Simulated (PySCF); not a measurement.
Work out the structure from these simulated measurements.

Formula: C8H7; charge +1.

* 13C NMR: chemical shifts (computed TMS as zero) by class: 195.7 (1 C), 172.8 (1 C), 166.4 (1 C), 85.8 (1 C), 78.0 (1 C), 49.5 (2 C), 21.6 (1 C) ppm [GIAO PBE0/pcSseg-1]
* UV, strongest line: among the 8 lowest singlet transitions: S2 at 4.30 eV (288 nm, f = 0.056) [TDDFT PBE0/def2-SVPD]
* Triplet: lowest triplet excitation (Tamm–Dancoff): 3.72 eV [TDA PBE0/def2-SVPD]
* 1H NMR: chemical shifts (computed TMS as zero) by class: 10.10 (1 H), 9.59 (1 H), 3.52 (2 H), 3.00 (2 H), 2.49 (1 H) ppm [GIAO PBE0/pcSseg-1]
* UV, first state: lowest singlet excitation: 4.14 eV (299 nm, f = 0.011) [TDDFT PBE0/def2-SVPD]
* Rotational structure: rotational constants A, B, C: 3.173, 1.888, 1.300 GHz [GFN2-xTB]
* Polarisability: 79.8 au [PBE0/def2-SVPD]

Electronic properties: PySCF, gas phase, density fitting. Levels stand in brackets. Geometry: GFN2-xTB, one conformer, isolated ion. NMR values are class means; diastereotopic atoms form classes of their own.

Task: Give a SMILES that accounts for the data.

Result: Numbering: `[CH:1]#[C:2][C:3]1([c:4]2[cH:5][cH+:6]2)[CH2:7][CH2:8]1`. 8 carbons fall into 7 classes; from least to most shielded: unsaturated ring carbon [C4] (195.7 ppm), unsaturated ring CH carbon [C5] (172.8 ppm), unsaturated ring CH carbon [C6] (166.4 ppm), terminal alkyne carbon [C1] (85.8 ppm), alkyne carbon [C2] (78.0 ppm), three-membered-ring carbon [C7/C8] (49.5 ppm, 2 C), carbon bonded to 4 C [C3] (21.6 ppm). Hydrogen classes from least to most shielded: 1 H on an unsaturated ring CH carbon, C5 (10.10 ppm), 1 H on an unsaturated ring CH carbon, C6 (9.59 ppm), 2 H on 2 three-membered-ring carbons, C7/C8 (3.52 ppm), 2 H on 2 three-membered-ring carbons, C7/C8 (3.00 ppm), 1 H on a terminal alkyne carbon, C1 (2.49 ppm). S1 is mainly HOMO→LUMO (weight 0.99); the largest Löwdin shares of the orbital it empties are 0.38 on the terminal alkyne carbon, 0.34 on the alkyne carbon and 0.09 on the carbon bonded to 4 C, of the orbital it fills 0.47 on an unsaturated ring CH carbon, 0.21 on an unsaturated ring CH carbon, 0.16 on the unsaturated ring carbon and 0.07 on a hydrogen on carbon. The optimised geometry has point group Cs and is an asymmetric top. Structure: `C#CC1(c2c[cH+]2)CC1`. Computed isomers that give other values at the same levels: `C#C[C@H]1C=CC=C[CH+]1` (rotational constant A: 5.021 GHz; this holds for the one conformer computed). The assignments are read from this structure; whether some other isomer fits the data as well wasn't checked.

The values belong to the conformer `[CH:1]#[C:2][C:3]1([c:4]2[cH:5][cH+:6]2)[CH2:7][CH2:8]1`: C2–C3–C4–C5 -1°.
